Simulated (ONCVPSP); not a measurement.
**mercury (Hg): ONCV pseudisation with PBE, scalar-relativistic reference atom.**

- Element: mercury
- Generator: ONCVPSP 4.0.1
- Type: optimised norm-conserving Vanderbilt (ONCV)
- Functional: PBE
- Relativity: scalar-relativistic
- Frozen core: [Xe] 4f14
- Valence charge: 12
- Reference configuration: 5d10 6s1.75 6p0.25
- Partial waves: 6s: rc 1.85 bohr, ncon 4, nbas 7, qcut 4.3 1/bohr, local; 6p: rc 2.75 bohr, ncon 4, nbas 9, qcut 2.7 1/bohr, 2 projectors, debl 2.4 Ha; 5d: rc 1.85 bohr, ncon 3, nbas 8, qcut 9.6 1/bohr, 2 projectors, debl 0.8 Ha
- Local potential: the s channel
- Core correction: Teter function, fcfact 1.5, rcfact 1.05

All-electron outer shells of the reference configuration (PBE, scalar-relativistic, ld1.x):

```csv
shell,level (eV),outermost node (bohr),outermost maximum (bohr)
4f,-96.50,–,0.37
5p,-67.14,0.51,0.93
5d,-10.46,0.55,1.17
6s,-7.26,1.08,2.18
6p,-1.37,1.28,3.30
```

Does this generation succeed?

No. ONCVPSP 4.0.1 stopped with "ERROR pspot: first pseudo wave function has node, program will stop": the optimised pseudo-wave of the first projector has a node, so the radial equation cannot be inverted for a potential. It happened in the s channel.
